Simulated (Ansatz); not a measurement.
Born–Oppenheimer molecular dynamics of C3H11NO3Si (19 atoms, charge 0, multiplicity 1). It starts from a relaxed structure.

Level of theory: Ansatz, RKS PBE-D4/STO-3G.

| Item | Value |
| --- | --- |
| ensemble | NVE (velocity Verlet) |
| time step | 0.5 fs |
| steps asked | 100 |
| starting velocities drawn for | 700 K |
| seed | 81885 |

First frame:

```xyz
19
Properties=species:S:1:pos:R:3
Si -0.180 -0.118 -0.006
O 0.292 -0.450 1.625
C -0.884 -0.365 2.506
H -1.663 -1.140 2.289
H -0.526 -0.532 3.548
H -1.390 0.633 2.477
O 1.294 0.083 -0.894
C 2.140 -1.111 -0.741
H 1.695 -2.038 -1.190
H 3.094 -0.910 -1.282
H 2.398 -1.346 0.323
O -0.957 1.417 -0.073
C -2.067 1.413 -1.038
H -2.677 0.475 -1.004
H -2.728 2.275 -0.789
H -1.719 1.553 -2.094
N -1.299 -1.404 -0.595
H -0.979 -2.323 -0.165
H -1.105 -1.561 -1.629
```

What does the run give?

The run went to its last step.

```
steps done                                               : 100
time covered                                             : 50 fs
mean temperature over the second half                    : 340 K
spread of the potential energy over the second half      : 6.0 meV per atom
mean potential energy of the second half above the start : 42.0 meV per atom
```

The conserved energy stayed within 0.53 meV per atom of its start (net change 0.34 meV per atom), so the integration is sound. A run of 0.05 ps of so small a system gives no equilibrium averages. Limits of this set-up: minimal basis.

What happens to the structure?

The same pairs are bonded in the first frame and the last. Pairs count as bonded within 1.25 times the sum of covalent radii (0.12 Å more for H–H). The details hang on the random start.

How do temperature and energy run in time?


```csv
time (fs),T (K),potential energy less start (eV),conserved less start (meV/atom)
0,700,0.000,0.00
2.5,437,0.587,0.52
5,437,0.582,0.21
7.5,309,0.868,0.50
10,526,0.384,0.06
12.5,379,0.715,0.46
15,397,0.670,0.24
17.5,323,0.835,0.39
20,428,0.600,0.14
22.5,302,0.883,0.40
25,266,0.959,0.32
27.5,302,0.881,0.32
30,404,0.655,0.25
32.5,397,0.670,0.26
35,273,0.944,0.36
37.5,295,0.895,0.29
40,356,0.762,0.34
42.5,422,0.615,0.24
45,329,0.822,0.35
47.5,323,0.835,0.31
50,333,0.813,0.34
```

The run took 10 min on 1 thread of Arm Neoverse V1, with other jobs on the host, peak memory 0.12 GiB.
